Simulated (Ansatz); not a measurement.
This geometry of CH6BN + H2S (12 atoms, charge 0, multiplicity 1) is a first-order saddle point.

Theory: RKS PBE0-D4/def2-SVP (Ansatz 0.2.0).

```xyz
12
Properties=species:S:1:pos:R:3
B -0.018 0.209 0.184
N 0.037 0.030 1.699
H -0.737 -0.459 2.138
H 0.921 -0.277 2.096
C 1.343 0.036 -0.605
H 1.586 -1.041 -0.661
H 1.283 0.410 -1.637
H 2.199 0.533 -0.116
H -1.071 -0.118 -0.324
S -0.299 2.461 0.414
H -1.645 2.417 0.497
H -0.125 1.474 1.566
```

**Question.** Which two structures does it join? (They come from a converged band through this point; their orientation in space is the band's.)

**Answer.** Bonds broken: S10–H12. Bonds formed: B1–S10, N2–H12. CH6BN + H2S becomes CH8BNS.

Initial state:

```xyz
12
Properties=species:S:1:pos:R:3
B 0.123 -0.376 0.272
N 0.158 -0.349 1.671
H -0.651 -0.531 2.250
H 1.013 -0.220 2.198
C 1.402 -0.135 -0.605
H 1.523 -0.939 -1.349
H 1.270 0.797 -1.183
H 2.338 -0.047 -0.031
H -0.962 -0.571 -0.238
S -0.605 3.225 0.735
H -1.790 2.804 0.250
H -0.343 2.015 1.279
```

Final state:

```xyz
12
Properties=species:S:1:pos:R:3
B -0.069 0.527 0.117
N 0.047 0.102 1.734
H -0.694 -0.535 2.026
H 0.947 -0.327 1.955
C 1.308 0.102 -0.589
H 1.514 -0.979 -0.492
H 1.266 0.318 -1.668
H 2.187 0.644 -0.193
H -1.066 -0.053 -0.288
S -0.294 2.429 0.123
H -1.636 2.473 0.257
H -0.034 0.973 2.267
```

**Question.** How far does it lie above each of them?

**Answer.** 76.7 kJ/mol above the first and 101.9 kJ/mol above the second. This is the barrier of this one path; another mechanism may lie lower. The orbitals stay closed-shell, which can raise the energy where a bond breaks towards radicals; this wasn't checked here.

The run took 4.2 min on 2 threads of Arm Neoverse V1, on a shared host, peak memory 0.21 GiB.
